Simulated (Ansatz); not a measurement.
Species: MoH₃, charge 0, multiplicity 4. The spin state was set by rule; other spins were not relaxed. 
Coordinates optimised at B3LYP-D3(BJ)/def2-TZVP (Ansatz, a program for electronic structure):
SMILES: [MoH3]
```xyz
4

Mo    -0.0369    -0.0051     0.0162
H      1.1812    -0.3629     1.1493
H      0.1828     1.6015    -0.4996
H      0.1843    -1.0225    -1.3298
```
Charge 0, spin multiplicity 4.

Dipole moments at this geometry, in debye (magnitudes).

```tsv
level	program	dipole (D)
SVWN5/def2-TZVPD	Ansatz	2.03
revPBE/def2-TZVPD	Ansatz	2.19
r2SCAN/def2-TZVPD	Ansatz	2.30
B3LYP/def2-TZVPD	Ansatz	2.40
PBE0/def2-TZVPD	Ansatz	2.47
BHLYP/def2-TZVPD	Ansatz	2.77
r2SCANh/def2-TZVPD	Ansatz	2.40
r2SCAN0/def2-TZVPD	Ansatz	2.55
HSE06/def2-TZVPD	Ansatz	2.46
CAM-B3LYP/def2-TZVPD	Ansatz	2.60
LC-wPBE/def2-TZVPD	Ansatz	2.82
wB97M-V/def2-TZVPD	Ansatz	[?]
CCSD(T)/def2-SVPD	Ansatz	[?]
```

Question: What belongs in the gaps?

Answer: 
- wB97M-V/def2-TZVPD, dipole (D): 2.66
- CCSD(T)/def2-SVPD, dipole (D): 2.78
